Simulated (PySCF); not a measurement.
`InChI=1S/C4H4BrF/c5-3-1-2-4(3)6/h1-2H2`

Geometry (Å), atoms numbered from 1 in this order:
```xyz
10

F    -0.2285    2.4038   -0.1733
C    -0.0425    1.0898   -0.0820
C     1.0182    0.2884   -0.0669
Br    2.8785    0.5163   -0.1639
C     0.1853   -0.9641    0.0630
C    -1.0458   -0.0192    0.0433
H     0.3279   -1.5131    0.9914
H     0.2532   -1.6475   -0.7808
H    -1.7054   -0.1416   -0.8133
H    -1.6319   -0.0082    0.9599
```

Theory: GIAO HF/pcSseg-1 magnetisability, rotational g tensor and spin-rotation constants, non-relativistic, gas phase in PySCF 2.14.0. Geometry: GFN2-xTB.

The calculation is non-relativistic, which matters for the atoms heavier than Zn.

**Question.** What are the magnetisability and the molar susceptibility?

**Answer.** Isotropic -1186 × 10⁻³⁰ J/T², or -71.4 × 10⁻⁶ cm³/mol; principal values -1238, -1188, -1133 × 10⁻³⁰ J/T², anisotropy 90 × 10⁻³⁰ J/T² (root of half the summed squared differences of the principal values). The susceptibility is in cgs units.

**Question.** Split it along the inertial axes a, b, c into diamagnetic and paramagnetic parts about the centre of mass, with the quadrupole moment.

**Answer.** 
| axis | χ (10⁻⁶ cm³/mol) | diamagnetic (10⁻⁶ cm³/mol) | paramagnetic (10⁻⁶ cm³/mol) | summed x² of all electrons (Å²) | quadrupole Θ (D Å) |
| --- | --- | --- | --- | --- | --- |
| a | -74.2 | -349.9 | 275.7 | 190.2 | +3.62 |
| b | -68.5 | -862.3 | 793.8 | 69.4 | -2.56 |
| c | -71.5 | -1101.5 | 1030.0 | 13.0 | -1.06 |

Anisotropies 2χaa − χbb − χcc = -8.4 and 2χbb − χaa − χcc = +8.7 × 10⁻⁶ cm³/mol. Θ is traceless in Buckingham's convention.

**Question.** And the rotational g tensor?

**Answer.** 
```
axis  rotational constant (GHz)        g  nuclear part  electronic part
   a                     4.4843  -0.0221        0.5586          -0.5807
   b                     1.3833  -0.0082        0.5077          -0.5159
   c                     1.0715  -0.0053        0.5132          -0.5185
```
Asymmetric top; isotopes 79Br, 12C, 19F, 1H; no vibrational averaging.
